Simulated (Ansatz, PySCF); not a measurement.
Gas-phase reaction (SMILES): CB(C)Cl + O (H2O) → CB(C)O [dimethylborinic acid] + Cl (HCl); water cleaves one B-Cl bond, a model of a ligand-exchange step.

Structures are relaxed separately at B3LYP-D3(BJ)/def2-TZVP in Ansatz (a quantum-chemistry and plane-wave program), one conformer each, not searched for the lowest. Correlated levels leave the core frozen unless marked. No spin-orbit coupling. No relativistic terms. Basis-set limits of correlation are two-point, X^-3; Hartree-Fock from the larger set. Thermal terms are rigid-rotor harmonic-oscillator values from B3LYP-D3(BJ) frequencies (Ansatz or PySCF) at 298.15 K and 1 atm. 1 Eh = 627.5095 kcal/mol.

```
species   E, CCSD(T)/CBS(aug-cc-pV(T+d)Z,aug-cc-pV(Q+d)Z) (Ansatz) (Eh)  E, PBE-D3(BJ)/def2-TZVPD (Ansatz + dftd3) (Eh)  H - E (Eh)
--------  -------------------------------------------------------------  ----------------------------------------------  ----------
CB(C)Cl                                                      -564.34048                                      -564.64048     0.08494
O (H2O)                                                       -76.37513                                       -76.38147     0.02495
CB(C)O                                                       -180.35125                                      -180.40566     0.09892
Cl (HCl)                                                     -460.37804                                      -460.62865     0.01000
```

### Question
Work out ΔE and ΔH at 298.15 K at the first level, then ΔH at the second.

### Answer

1. ΔE = [(-180.35125) + (-460.37804)] - [(-564.34048) + (-76.37513)] = -0.01368 Eh = -8.6 kcal/mol at CCSD(T)/CBS(aug-cc-pV(T+d)Z,aug-cc-pV(Q+d)Z).
2. The terms H - E add up to -0.00097 Eh, so ΔH = (-0.01368 + (-0.00097))×627.5095 = -9.2 kcal/mol.
3. At PBE-D3(BJ)/def2-TZVPD the same steps give ΔE = -7.8 and ΔH = -8.4 kcal/mol, a shift of +0.8 from the first level.
4. These values are not checked against measurement here, since the tables used lack a sound gas-phase enthalpy of formation for at least one species.
